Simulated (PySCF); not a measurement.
First SCF of a structure search on doublet CuS2, at a hand-made end-on geometry. PySCF input:

```python
from pyscf import gto, scf, dft
mol = gto.M(atom='''
Cu     0.000000     0.000000     0.000000
S      0.000000     0.000000     2.214500
S      1.774800     0.000000     3.234500''',
    basis={'Cu': 'def2-SVP', 'S': 'def2-SVP'},
    charge=0, spin=1)
mf = dft.UKS(mol, xc='PBE0')
mf.grids.atom_grid = (50, 194)
aux = {'Cu': 'def2-universal-JKFIT', 'S': 'def2-universal-JKFIT'}
mf = mf.density_fit(auxbasis=aux)
mf.conv_tol = 1e-08
mf.diis_space = 10
mf.max_cycle = 60
mf.init_guess = 'minao'
mf.verbose = 4
mf.kernel()
```

Excerpt of the output (cycles alone):

```
init E= -2435.59977695044
cycle= 1 E= -2434.67793055116  delta_E= 0.922  |g|= 1.77  |ddm|= 1.76
cycle= 2 E= -2425.85949018731  delta_E= 8.82  |g|= 3.06  |ddm|=    5
cycle= 3 E= -2434.8448450405  delta_E= -8.99  |g|= 1.02  |ddm|= 5.09
cycle= 4 E= -2435.723224314  delta_E= -0.878  |g|= 0.606  |ddm|= 2.16
cycle= 5 E= -2435.73921666358  delta_E= -0.016  |g|= 0.425  |ddm|= 0.743
cycle= 6 E= -2435.85653201024  delta_E= -0.117  |g|= 0.205  |ddm|= 0.71
cycle= 7 E= -2435.87644847724  delta_E= -0.0199  |g|= 0.0757  |ddm|= 0.484
cycle= 8 E= -2435.88080315963  delta_E= -0.00435  |g|= 0.0303  |ddm|= 0.105
cycle= 9 E= -2435.88145628896  delta_E= -0.000653  |g|= 0.00768  |ddm|= 0.0517
cycle= 10 E= -2435.88150002415  delta_E= -4.37e-05  |g|= 0.00122  |ddm|= 0.0153
cycle= 11 E= -2435.88150325147  delta_E= -3.23e-06  |g|= 0.000641  |ddm|= 0.0055
cycle= 12 E= -2435.88150461814  delta_E= -1.37e-06  |g|= 0.000384  |ddm|= 0.00393
cycle= 13 E= -2435.8815055357  delta_E= -9.18e-07  |g|= 0.000143  |ddm|= 0.00459
cycle= 14 E= -2435.88150576448  delta_E= -2.29e-07  |g|= 7.5e-05  |ddm|= 0.00273
cycle= 15 E= -2435.88150580553  delta_E= -4.11e-08  |g|= 3.2e-05  |ddm|= 0.0012
cycle= 16 E= -2435.88150580979  delta_E= -4.26e-09  |g|= 1.06e-05  |ddm|= 0.000356
Extra cycle  E= -2435.88150580994  delta_E= -1.53e-10  |g|= 1.12e-05  |ddm|= 5.49e-05
converged SCF energy = -2435.88150580994  <S^2> = 0.75614112  2S+1 = 2.0061317
```

No lower solution of this spin was found from smeared starts or by a stability analysis within the unrestricted form.

With open d or f shells other occupations or spin states may lie lower.

The search for the lowest solution, 3 starts and the stability check together, took 9 s on 2 threads of a shared Arm Neoverse V1 host, with 67 basis functions; the process peaked at 0.32 GiB. Launch command: `OMP_NUM_THREADS=2 python axn.py task.json out`.
